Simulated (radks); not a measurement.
Task: Tb25+, 40 electrons, occupied as [Kr] 4d4. All-electron calculation, scalar-relativistic Kohn-Sham, LDA (Slater exchange, VWN5 correlation), spin-polarised, spherical densities, finite nucleus; open shells are filled with parallel spins first (spin-orbit coupling, left out, can overturn this in heavy ions); Fermi nuclear charge, rms radius 5.06 fm. Program: a radial shooting solver on a logarithmic mesh with Libxc functionals. Some entries of the table are withheld. Estimate them.

orbital  occ.  eigenvalue (eV)  <r> (bohr)
1s up       1        -52608.58     0.02152
1s down     1        -52608.45     0.02152
2s up       1        -9397.408     0.09155
2s down     1        -9394.228     0.09154
2p up       3        -8444.870     0.08090
2p down     3        -8442.247     0.08088
3s up       1        -2694.223      0.2384
3s down     1        -2692.025      0.2382
3p up       3        -2400.357      0.2366
3p down     3        -2398.030      0.2365
3d up       5        -2020.426      0.2145
3d down     5        -2017.483      0.2144
4s up       1        -1092.764      0.5039
4s down     1        -1084.563      0.5041
4p up       3              (1)      0.5206
4p down     3              (2)      0.5210
4d up       4        -845.5061         (3)
4d down     0        -837.4773         (4)
5s up       0        -580.7598      0.9023
5s down     0        -576.8700      0.9063
5p up       0              (5)      0.9402
5p down     0              (6)      0.9448

Result: 
(1) 4p up eigenvalue (eV): -987.4372
(2) 4p down eigenvalue (eV): -979.3336
(3) 4d up <r> (bohr): 0.5301
(4) 4d down <r> (bohr): 0.5308
(5) 5p up eigenvalue (eV): -535.6327
(6) 5p down eigenvalue (eV): -532.0670
